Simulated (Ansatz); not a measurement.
`N[SiH2]C[SiH3]` at its PBE0-D4/def2-TZVP geometry, where that method's forces vanish. The species carries charge 0 and has multiplicity 1.

| atom | x (Å) | y (Å) | z (Å) |
| --- | --- | --- | --- |
| N1 | -2.305 | -0.800 | -0.495 |
| Si2 | -0.707 | -0.841 | 0.144 |
| C3 | 0.174 | 0.762 | -0.228 |
| Si4 | 1.988 | 0.782 | 0.231 |
| H5 | -2.785 | -1.669 | -0.667 |
| H6 | -2.954 | -0.093 | -0.189 |
| H7 | -0.029 | -1.992 | -0.512 |
| H8 | -0.626 | -1.057 | 1.622 |
| H9 | 0.075 | 0.976 | -1.297 |
| H10 | -0.325 | 1.574 | 0.314 |
| H11 | 2.730 | -0.251 | -0.541 |
| H12 | 2.167 | 0.501 | 1.681 |
| H13 | 2.597 | 2.109 | -0.061 |

Question: For each bond, give half the difference of the two atoms' forces along it (eV/Å; positive pushes the atoms apart) under PBE-D4, r2SCAN-D4, B3LYP-D4, ωB97M-V in def2-TZVPP. (Best estimate.)

Answer: Ansatz gave: 
```
   bond  length (Å)  PBE-D4  r2SCAN-D4  B3LYP-D4  ωB97M-V
 N1–Si2       1.722    0.08       0.00      0.09     0.11
  N1–H5       1.008    0.20       0.02     -0.01    -0.03
  N1–H6       1.008    0.21       0.03     -0.01    -0.03
 Si2–C3       1.866    0.00       0.01      0.08     0.03
 Si2–H7       1.488    0.05      -0.03     -0.11    -0.14
 Si2–H8       1.495    0.02      -0.02     -0.11    -0.13
 C3–Si4       1.871    0.01       0.02      0.13     0.08
  C3–H9       1.095    0.11       0.00     -0.06    -0.05
 C3–H10       1.096    0.11       0.00     -0.06    -0.05
Si4–H11       1.488    0.07      -0.02     -0.08    -0.10
Si4–H12       1.488    0.06      -0.02     -0.07    -0.10
Si4–H13       1.488    0.07      -0.03     -0.10    -0.12
```

B3LYP here is the variant with VWN-RPA as its local correlation; programs differ in this.
